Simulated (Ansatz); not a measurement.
`C[N](C)[Ga]([F])[N](C)C` and `C[N](C)[Ga]([Cl])[N](C)C` differ in one element.

Ansatz, PBE0-D4/def2-TZVP geometries, multiplicity 1. Each molecule was computed in one conformer, which needn't be the lowest.

Scalar relativity is left out up to krypton.

| property | `C[N](C)[Ga]([F])[N](C)C` |
| --- | --- |
| HOMO–LUMO gap (PBE0/def2-TZVPP) / eV | 6.02 |
| HOMO energy (ωB97M-V/def2-TZVPP) / eV | -8.37 |
| LUMO energy (ωB97M-V/def2-TZVPP) / eV | 1.71 |
| LUMO energy (PBE0/def2-TZVPP) / eV | -0.08 |
| HOMO energy (PBE0/def2-TZVPP) / eV | -6.09 |
| LUMO energy (B3LYP/def2-TZVPP) / eV | -0.40 |

Task: Give the same properties after the change, and the shifts. (Estimate.)

Result: Computed: 
```tsv
property	`C[N](C)[Ga]([Cl])[N](C)C`	shift
HOMO–LUMO gap (PBE0/def2-TZVPP) / eV	6.05	0.03
HOMO energy (ωB97M-V/def2-TZVPP) / eV	-8.38	-0.01
LUMO energy (ωB97M-V/def2-TZVPP) / eV	1.75	0.04
LUMO energy (PBE0/def2-TZVPP) / eV	-0.06	0.02
HOMO energy (PBE0/def2-TZVPP) / eV	-6.11	-0.02
LUMO energy (B3LYP/def2-TZVPP) / eV	-0.36	0.04
```

Positive LUMOs are unbound, so they and the gaps depend on the basis.

B3LYP here is the variant with VWN-RPA as its local correlation; programs differ in this.
